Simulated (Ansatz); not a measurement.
One geometry of C$_{4}$H$_{16}$BNSi$_{2}$, SMILES `BN([SiH](C)C)[SiH](C)C`, several functionals.

```yaml
crystal:
  periodic: [false, false, false]
  atoms:
    - {symbol: B, position_ang: [-1.815586, -1.032561, 0.822958]}
    - {symbol: N, position_ang: [-0.551164, -0.648015, 0.344203]}
    - {symbol: Si, position_ang: [0.670361, -0.331679, 1.581606]}
    - {symbol: C, position_ang: [0.366001, 1.339070, 2.354307]}
    - {symbol: C, position_ang: [2.388008, -0.415524, 0.852540]}
    - {symbol: Si, position_ang: [-0.237877, -0.379634, -1.366744]}
    - {symbol: C, position_ang: [0.082585, 1.438024, -1.663873]}
    - {symbol: C, position_ang: [-1.644031, -0.974442, -2.431827]}
    - {symbol: H, position_ang: [-2.731081, -1.234064, 0.075586]}
    - {symbol: H, position_ang: [-1.985835, -1.156970, 2.007465]}
    - {symbol: H, position_ang: [0.541076, -1.389328, 2.618421]}
    - {symbol: H, position_ang: [-0.633696, 1.383187, 2.792969]}
    - {symbol: H, position_ang: [0.444532, 2.136800, 1.610771]}
    - {symbol: H, position_ang: [1.092430, 1.540937, 3.146259]}
    - {symbol: H, position_ang: [2.561336, 0.344824, 0.087290]}
    - {symbol: H, position_ang: [2.586252, -1.392578, 0.407077]}
    - {symbol: H, position_ang: [3.119608, -0.254671, 1.649677]}
    - {symbol: H, position_ang: [0.990900, -1.142869, -1.726506]}
    - {symbol: H, position_ang: [-0.800490, 2.029540, -1.407086]}
    - {symbol: H, position_ang: [0.317362, 1.619643, -2.716225]}
    - {symbol: H, position_ang: [0.920229, 1.809622, -1.069022]}
    - {symbol: H, position_ang: [-1.361978, -0.859129, -3.482492]}
    - {symbol: H, position_ang: [-1.866164, -2.028517, -2.254532]}
    - {symbol: H, position_ang: [-2.557779, -0.402267, -2.259822]}
basis:
  gaussian: {orbitals: def2-TZVPP}
hamiltonian: {xc: {name: BHLYP}, dispersion: d4}
output: {orbitals: {seedname: orbitals}}
```

```sh
$ ansatz run in.yaml --threads 4 --pin off --events-out ev --progress --plain --max-ram 46080MiB --backend cuda --devices 0, --max-vram 37GiB
```

Output, abridged:

```
Functional definition: BHLYP
2826 factors; their error is unknown
mean field evaluation 1: about -22317.7421 eV, gradient 8.6e1 eV
mean field evaluation 2: about -22319.6353 eV, gradient 7.8e1 eV
mean field evaluation 4: about -22333.2647 eV, gradient 3.7e0 eV
mean field evaluation 8: about -22333.2928 eV, gradient 2.9e-2 eV
mean field evaluation 16: about -22333.3933 eV, gradient 5.3e-5 eV
mean field -22333.39331440 eV, -820.7370661865 hartree, gradient 5.3e-5 eV, S^2 0.000000; 0 other end points of the search recorded, 0 dependent functions left out
reference -22333.39358236 eV, -820.7370760339 hartree; 40, 40 occupied and 454, 454 virtual orbitals, 2826 factors
Total energy: -22334.23352627 eV, -820.7679434032 hartree
```

Hardware: 4 threads of an AMD EPYC 7R13 on a shared host and a share of an NVIDIA H100 80 GB. Wall time 4.7 s, peak host memory 1.1 GiB.

Changing it to `hamiltonian: {xc: hse06, dispersion: d4}` (abridged; 5.5 s):

```
Functional definition: HSE06
mean field evaluation 16: about -22321.5492 eV, gradient 5.5e-4 eV
mean field -22321.54920697 eV, -820.3018032668 hartree, gradient 3.9e-5 eV, S^2 0.000000
Total energy: -22322.10254576 eV, -820.3221380920 hartree
```

The same input with `hamiltonian: {xc: {name: CAM-B3LYP}, dispersion: d4}` (abridged; 6 s):

```
Functional definition: CAM-B3LYP
mean field evaluation 16: about -22333.8935 eV, gradient 5.4e-5 eV
mean field -22333.89351275 eV, -820.7554481369 hartree, gradient 5.4e-5 eV, S^2 0.000000
Total energy: -22334.49832824 eV, -820.7776746962 hartree
```

With the line `hamiltonian: {xc: {name: revPBE}, dispersion: d4}` (abridged; 3.3 s):

```
Functional definition: revPBE
mean field evaluation 16: about -22331.4554 eV, gradient 8.2e-4 eV
mean field -22331.45543234 eV, -820.6658503345 hartree, gradient 2.5e-5 eV, S^2 0.000000
Total energy: -22333.35238290 eV, -820.7355619818 hartree
```

The same input with `hamiltonian: {xc: {name: PBE-QIDH}}` (abridged; 5.5 s):

```
Functional definition: PBE-QIDH
mean field evaluation 16: about -22304.0248 eV, gradient 1.1e-4 eV
mean field -22304.02478992 eV, -819.6577928185 hartree, gradient 8.5e-6 eV, S^2 0.000000
16 core orbitals not correlated: weight in the atoms' cores, before any rotation towards them, 1.000 or more for the frozen orbitals, at most 0.000 for the correlated occupied ones
second order -39.26348787 eV of doubles, -0.00000000 eV of singles
Total energy: -22317.11263809 eV, -820.1387623677 hartree
```

With the line `hamiltonian: {xc: {name: wB97M-V}}` and forces (abridged; 11 s):

```
Functional definition: wB97M-V
mean field evaluation 16: about -22332.4603 eV, gradient 3.8e-4 eV
mean field -22332.46028400 eV, -820.7027779516 hartree, gradient 3.7e-5 eV, S^2 0.000000
Total energy: -22332.46035783 eV, -820.7027806650 hartree
Atom 0 force    -0.204278    -0.059700     0.065646 eV/Å
Atom 1 force     0.042126     0.011754    -0.012956 eV/Å
Atom 2 force     0.041975    -0.076848     0.157960 eV/Å
Atom 3 force    -0.002406     0.020566     0.018008 eV/Å
Atom 4 force     0.026599    -0.004513    -0.020348 eV/Å
Atom 5 force     0.106987    -0.052338    -0.112366 eV/Å
Atom 6 force     0.002004     0.023618    -0.010297 eV/Å
Atom 7 force    -0.025308    -0.007178    -0.019717 eV/Å
Atom 8 force     0.103393     0.023991     0.078647 eV/Å
Atom 9 force     0.021408     0.016950    -0.124158 eV/Å
Atom 10 force     0.014375     0.106805    -0.103806 eV/Å
Atom 11 force     0.061624     0.000034    -0.027099 eV/Å
Atom 12 force    -0.004771    -0.043617     0.038745 eV/Å
Atom 13 force    -0.047840    -0.009287    -0.052248 eV/Å
Atom 14 force    -0.009813    -0.040246     0.037472 eV/Å
Atom 15 force    -0.010184     0.061654     0.026387 eV/Å
Atom 16 force    -0.047781    -0.008272    -0.050459 eV/Å
Atom 17 force    -0.109890     0.072726     0.039708 eV/Å
Atom 18 force     0.049827    -0.033847    -0.013114 eV/Å
Atom 19 force    -0.014604    -0.008597     0.067495 eV/Å
Atom 20 force    -0.043766    -0.018188    -0.027734 eV/Å
Atom 21 force    -0.018772    -0.007118     0.068129 eV/Å
Atom 22 force     0.010804     0.068757    -0.011978 eV/Å
Atom 23 force     0.058289    -0.037105    -0.011919 eV/Å
Dipole moment:     0.190021     0.234585    -0.169994 e Å
```

HSE06 is the plane-wave form, built on full-range PBE exchange.
